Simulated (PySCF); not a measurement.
Spectra and structures to be paired. Computed with TDDFT PBE0/def2-SVPD, vertical, gas phase, core orbitals frozen in the response in PySCF. Geometries: PBE0-D3(BJ)/def2-SVP; one conformer of each isolated species. Triplets are in the Tamm–Dancoff approximation. Relativistic effects are left out although some hold elements past zinc.

A. `C#C[P@@](C)(=O)C(C)=O`
B. `CCCC1=C[SiH2]C=C1`
C. `C[S][GeH]1[CH2]C[CH2]1`

Lowest singlet levels (six at most, fewer where fewer were computed) with oscillator strengths:

1. 5.23 eV (f 0.013); 5.92 eV (f 0.019); 6.15 eV (f 0.019); 6.30 eV (f 0.018); 6.62 eV (f 0.021); 6.72 eV (f 0.026); T1 4.85 eV
2. 3.53 eV (f 0.003); 5.18 eV (f 0.004); 5.37 eV (f 0.001); 5.58 eV (f 0.002); 5.78 eV (f 0.001); 5.95 eV (f 0.051); T1 2.95 eV
3. 4.39 eV (f 0.046); 5.69 eV (f 0.000); 5.95 eV (f 0.004); 6.14 eV (f 0.042); 6.22 eV (f 0.047); 6.36 eV (f 0.007); T1 2.69 eV

**Question.** Which spectrum belongs to which structure?

**Answer.** 1 = C, 2 = A, 3 = B.
- A: S1 at 3.53 eV, HOMO→LUMO (94%); Löwdin shares by element: HOMO oxygen 59%, carbon 12% or more, phosphorus 10% (atoms not listed hold the other 18%); LUMO carbon 39% or more, oxygen 27% or more, phosphorus 10% (atoms not listed hold the other 23%); HOMO -7.27 and LUMO -1.88 eV.
- B: S1 at 4.39 eV, HOMO→LUMO (98%); Löwdin shares by element: HOMO carbon 84% or more (atoms not listed hold the other 16%); LUMO carbon 72% or more (atoms not listed hold the other 28%); HOMO -6.65 and LUMO -1.41 eV.
- C: S1 at 5.23 eV, HOMO→LUMO (94%); Löwdin shares by element: HOMO sulfur 64%, carbon 17% or more, germanium 8%; LUMO sulfur 34%, germanium 21%, carbon 9% or more, hydrogen 8% or more (atoms not listed hold the other 27%); HOMO -6.60 and LUMO 0.01 eV.
